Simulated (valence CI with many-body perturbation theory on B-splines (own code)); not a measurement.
# Cu²²⁺: electric-dipole lines

Calculated by valence CI with perturbative core correlation (CI+MBPT): five valence electrons over a frozen Dirac-Fock core [He], a basis of 9 s, 9 p, 8 d, 6 f, 3 g, 1 h functions for each j, with the one-electron correlation potential Σ1 (screened to all orders), the two-electron term Σ2, the three-electron term Σ3, Breit, model QED; selected single and double excitations, second order for the rest (own B-spline code, finite nucleus).

No measured levels were compared; by estimate levels of excited configurations hold to 0.05 to 0.15 % of their energy, terms of the ground configuration to about 0.5 %. Among the levels kept, up to 2100 cm⁻¹ of a level comes from second order outside the variational space, and about a tenth of that is noise between levels of different J, which matters for small intervals.

Lines 1 to 50 of 284 in falling wavelength, among levels below 94.354 Ry, chosen from the strongest by gf and those to the six lowest levels. Wavelengths and rates use the calculated energies, so an error of 800 cm⁻¹ moves a line at 465.1 Å by 0.37 % and its rate by three times that or more. Electric multipoles are in the length gauge, E1 and E2 with the static RPA response of the core. Weak lines are less certain than strong ones. Lines between different terms over intervals too small for the method are left out, as are lines whose strength nearly cancels. Where a level lies close to another of its J and parity, the split of strength between their lines is uncertain. The highest levels of a list are the least certain.

Names give the largest LS component (configuration and term), which can be under half, so a name can repeat, a term be missing and a line seem to break the LS rules; names also repeat where a configuration has a term twice. Letters in brackets count levels of one name in rising energy.

```
λ vac (Å)                 Upper                 Lower   A (s⁻¹)  log gf  Branch %
    465.1  2s²2p²3p ²D°_5/2 [a]       2s²2p²3s ²P_3/2  3.05e+08   -1.23       0.5
    456.5        2s2p³3p ⁴P_5/2  2s²2p²3p ²P°_3/2 [b]  2.54e+08   -1.32       0.0
    438.9  2s²2p²3p ⁴D°_3/2 [b]       2s²2p²3s ²P_1/2  4.25e+08   -1.31       0.9
    435.5      2s²2p²3p ²S°_1/2       2s²2p²3s ⁴P_3/2  1.16e+09   -1.18       3.9
    430.1      2s²2p²3p ⁴D°_1/2       2s²2p²3s ⁴P_1/2  1.85e+09   -0.99       5.6
    419.7  2s²2p²3p ²D°_3/2 [a]       2s²2p²3s ²P_3/2  5.10e+08   -1.27       0.5
    410.9        2s2p³3p ⁴P_3/2       2s2p³3s ⁴S°_3/2  1.32e+09   -0.87       0.0
    407.3  2s²2p²3p ²D°_5/2 [a]       2s²2p²3s ⁴P_5/2  1.28e+09   -0.72       2.1
    401.6        2s2p³3p ⁴P_5/2       2s2p³3s ⁴S°_3/2  1.54e+09   -0.65       0.0
    392.9   2s²2p²3d ²P_3/2 [b]  2s²2p²3p ²P°_3/2 [b]  8.09e+08   -1.13       0.0
    389.5        2s2p³3p ⁶P_3/2       2s2p³3s ⁶S°_5/2  2.38e+09   -0.66       1.1
    386.8   2s²2p²3d ²D_5/2 [c]  2s²2p²3p ²P°_3/2 [b]  1.13e+09   -0.82       0.0
    385.6        2s2p³3p ⁴P_1/2       2s2p³3s ⁴S°_3/2  1.82e+09   -1.09       0.0
    384.7  2s²2p²3p ⁴D°_3/2 [b]       2s²2p²3s ⁴P_3/2  1.40e+09   -0.91       3.0
    382.5       2s²2p²3d ⁴D_5/2      2s²2p²3p ²F°_5/2  4.98e+08   -1.18       0.0
    380.3   2s²2p²3d ²P_1/2 [a]  2s²2p²3p ²P°_1/2 [a]  1.18e+09   -1.29       0.0
    379.7  2s²2p²3p ²D°_5/2 [b]       2s²2p²3s ²D_3/2  1.68e+09   -0.66       4.8
    376.6  2s²2p²3p ²D°_3/2 [b]       2s²2p²3s ²D_3/2  5.86e+08   -1.30       0.2
    376.4        2s2p³3p ⁶P_5/2       2s2p³3s ⁶S°_5/2  2.45e+09   -0.50       0.3
    368.2      2s²2p²3p ⁴P°_1/2       2s²2p²3s ²P_1/2  1.37e+09   -1.25       2.2
    360.0   2s²2p²3d ²F_7/2 [a]      2s²2p²3p ⁴D°_7/2  8.08e+08   -0.90       2.4
    357.6  2s²2p²3p ²D°_5/2 [b]       2s²2p²3s ²D_5/2  8.01e+08   -1.04       2.3
    357.2       2s²2p²3d ⁴F_7/2  2s²2p²3p ²D°_5/2 [a]  3.51e+08   -1.27       0.1
    354.9  2s²2p²3p ²D°_3/2 [b]       2s²2p²3s ²D_5/2  2.34e+09   -0.75       0.7
    351.1  2s²2p²3p ²P°_1/2 [c]       2s²2p²3s ²S_1/2  3.59e+09   -0.88       3.1
    348.5      2s²2p²3p ⁴D°_5/2       2s²2p²3s ⁴P_3/2  2.88e+09   -0.50      14.7
    348.1   2s²2p²3d ²D_3/2 [a]  2s²2p²3p ²P°_1/2 [a]  1.37e+09   -1.00       0.0
    346.1       2s²2p²3d ⁴F_9/2      2s²2p²3p ⁴D°_7/2  3.19e+09   -0.24      98.2
    346.0      2s²2p²3p ⁴D°_7/2       2s²2p²3s ⁴P_5/2  3.73e+09   -0.27      18.8
    344.9    2s2p³3p ⁶P_7/2 [b]  2s²2p²3p ²D°_5/2 [b]  2.83e+09   -0.39       0.3
    343.8  2s²2p²3p ²D°_5/2 [c]       2s²2p²3s ²D_3/2  1.17e+09   -0.91       1.4
    341.6  2s²2p²3p ²D°_3/2 [a]       2s²2p²3s ²P_1/2  1.59e+09   -0.95       1.5
    341.1      2s²2p²3p ²F°_7/2       2s²2p²3s ²D_5/2  3.92e+09   -0.26       9.0
    339.6       2s²2p²3d ²G_9/2      2s²2p²3p ²F°_7/2  3.45e+09   -0.22      97.1
    339.4       2s²2p²3d ⁴F_7/2      2s²2p²3p ⁴D°_5/2  2.93e+09   -0.39       0.4
    337.4    2s2p³3p ⁶P_7/2 [a]       2s2p³3s ⁶S°_5/2  3.79e+09   -0.29       0.3
    337.1  2s²2p²3p ²P°_1/2 [b]       2s²2p²3s ²D_3/2  3.02e+09   -0.99       1.3
    336.0   2s²2p²3d ⁴F_5/2 [b]      2s²2p²3p ⁴D°_5/2  8.17e+08   -1.08       0.0
    334.8   2s²2p²3d ²D_5/2 [b]  2s²2p²3p ²D°_5/2 [c]  1.31e+09   -0.88       0.0
    334.6       2s²2p²3d ²F_5/2  2s²2p²3p ²D°_3/2 [a]  2.74e+09   -0.56       0.0
    332.4   2s²2p²3d ⁴F_5/2 [a]  2s²2p²3p ⁴D°_3/2 [a]  3.53e+09   -0.46       0.0
    331.5  2s²2p²3p ²D°_5/2 [a]       2s²2p²3s ⁴P_3/2  7.40e+08   -1.14       1.2
    330.9   2s²2p²3d ²P_1/2 [b]  2s²2p²3p ²P°_1/2 [b]  2.23e+09   -1.13       0.0
    330.4  2s²2p²3p ⁴D°_3/2 [a]       2s²2p²3s ⁴P_1/2  3.94e+09   -0.59       7.2
    330.1    2s2p³3p ⁶P_7/2 [b]       2s2p³3s ⁶S°_5/2  5.38e+08   -1.15       0.0
    329.3      2s²2p²3p ⁴P°_1/2       2s²2p²3s ⁴P_3/2  1.46e+09   -1.32       2.3
    328.7       2s²2p²3d ⁴D_5/2      2s²2p²3p ⁴S°_3/2  1.07e+09   -0.98       0.0
    328.1  2s²2p²3p ²P°_3/2 [a]       2s²2p²3s ²P_3/2  2.60e+09   -0.78       2.5
    325.5  2s²2p²3p ²D°_5/2 [c]       2s²2p²3s ²D_5/2  2.83e+09   -0.57       3.4
    325.2   2s²2p²3d ²F_7/2 [b]      2s²2p²3p ²F°_5/2  3.41e+09   -0.36       0.0
```

How does gf follow from A for the line at 430.1 Å?

gf = 1.4992 × (2J+1)_upper × A / σ², with σ = 232527 cm⁻¹ and 2J+1 = 2: gf = 0.103.
